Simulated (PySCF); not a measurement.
SMILES C(C)(C[SiH3])(C)C (GFN2-xTB optimised geometry):

```
20

C      1.382    -0.105     0.000
C     -0.147    -0.105     0.000
C     -0.640    -0.805     1.272
C     -0.656     1.336     0.000
C     -0.684    -0.868    -1.219
Si    -0.335    -0.168    -2.954
H      1.765    -1.123    -0.025
H      1.761     0.380     0.898
H      1.769     0.429    -0.864
H     -1.727    -0.799     1.318
H     -0.303    -1.840     1.296
H     -0.259    -0.302     2.160
H     -0.247     1.889    -0.843
H     -1.742     1.359    -0.068
H     -0.360     1.844     0.916
H     -0.295    -1.889    -1.179
H     -1.769    -0.958    -1.112
H     -1.030     1.103    -3.165
H     -0.842    -1.143    -3.924
H      1.097     0.021    -3.193
```

Computed with B3LYP/def2-SVP in PySCF.

### Question
What are the frontier orbital energies and the dipole moment?

### Answer
HOMO-2 -8.79 eV, HOMO-1 -8.70 eV, HOMO -8.08 eV, LUMO 0.88 eV, LUMO+1 1.71 eV; dipole moment 0.76 D.

Meta-Löwdin charges at B3LYP/def2-SVP: C1 -0.29, C2 0.09, C3 -0.28, C4 -0.28, C5 -0.39, Si6 0.50, H7 0.09, H8 0.09, H9 0.09, H10 0.09, H11 0.09, H12 0.09, H13 0.09, H14 0.09, H15 0.09, H16 0.09, H17 0.09, H18 -0.11, H19 -0.11, H20 -0.11.
